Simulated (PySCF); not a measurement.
Species: C₄H₇Cl₂NSi.
Geometry (GFN2-xTB, Å), atoms numbered from 1 in this order:
```
atom  x, y, z in Å
N1    -1.8812    0.2848   -2.4176
C2    -1.6628   -0.3392   -1.4834
C3    -1.3627   -1.0892   -0.3059
Si4   -0.5928    0.0265    1.0568
Cl5   -0.0290   -1.1824    2.5672
C6     0.8925    1.0320    0.3836
C7     1.5663    0.4312   -0.8366
Cl8    2.0990   -1.2398   -0.4984
H9    -2.2843   -1.5432    0.0624
H10   -0.6748   -1.8940   -0.5735
H11   -1.6133    0.9639    1.5305
H12    0.5612    2.0346    0.1094
H13    1.6341    1.1515    1.1755
H14    2.4593    0.9898   -1.1181
H15    0.8842    0.3816   -1.6851
```

Method: TDDFT CAM-B3LYP/def2-SVPD, vertical, gas phase, core orbitals frozen in the response in PySCF.

Ground-to-excited transition dipoles (e·a0, same axes as the geometry; the sign carries no meaning), for the states with f of 0.002 or more among the lowest 8:

```csv
state,E (eV),μx,μy,μz
S3,7.589,0.121,0.006,0.111
S4,7.716,-0.156,0.008,-0.321
S5,7.834,0.089,-0.066,-0.239
S6,7.968,-0.056,-0.008,0.140
S7,8.049,-0.411,-0.076,-0.250
S8,8.163,0.097,-0.044,-0.243
```

**Question.** Work out the oscillator strengths.

**Answer.** f = (2/3) ΔE |μ|² with ΔE in hartree (27.2114 eV).

| state | \|μ\|² (au) | \|μ\| (D) | f |
| --- | --- | --- | --- |
| S3 | 0.027 | 0.42 | 0.005 |
| S4 | 0.127 | 0.91 | 0.024 |
| S5 | 0.070 | 0.67 | 0.013 |
| S6 | 0.023 | 0.38 | 0.004 |
| S7 | 0.237 | 1.24 | 0.047 |
| S8 | 0.070 | 0.67 | 0.014 |

**Question.** What angle do the transition dipoles of S4 and S8 make?

**Answer.** |cos θ| = |μa·μb| / (|μa| |μb|) = 0.66, so θ ≈ 49° (taken between 0 and 90°, since the signs are arbitrary).

**Question.** How is the summed strength of these states shared among x, y and z?

**Answer.** (2/3) Σ ΔE μα² gives 0.045 for x, 0.002 for y and 0.061 for z, 0.108 in all.

**Question.** What peak molar absorption coefficient would the strongest computed level give as a lone Gaussian band 0.5 eV wide at half height?

**Answer.** ε(max) = 2.175×10⁸ f / FWHM, with the width in cm⁻¹. S7: 2.175×10⁸ × 0.0467 / 4033 ≈ 2500 L mol⁻¹ cm⁻¹.

One conformer stands for the species.
